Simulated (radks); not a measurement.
Ga23+, 8 electrons, occupied as [He] 2s2 2p4. All-electron calculation, Dirac Kohn-Sham, PBE, spin-unpolarised, spherical densities, point nucleus; open shells fill j = l - 1/2 first. Program: a radial shooting solver on a logarithmic mesh with Libxc functionals. Some entries of the table are withheld. Estimate them.

orbital,occ.,eigenvalue (hartree),<r^2> (bohr^2),r(max) (bohr)
1s1/2,2,-421.1977,(1),0.03176
2s1/2,2,-86.09391,0.05114,0.1782
2p1/2,2,-81.85237,0.03885,(2)
2p3/2,2,-80.71987,0.04009,(3)

Answer. 
(1) 1s1/2 <r^2> (bohr^2): 0.003162
(2) 2p1/2 r(max) (bohr): 0.1399
(3) 2p3/2 r(max) (bohr): 0.1426
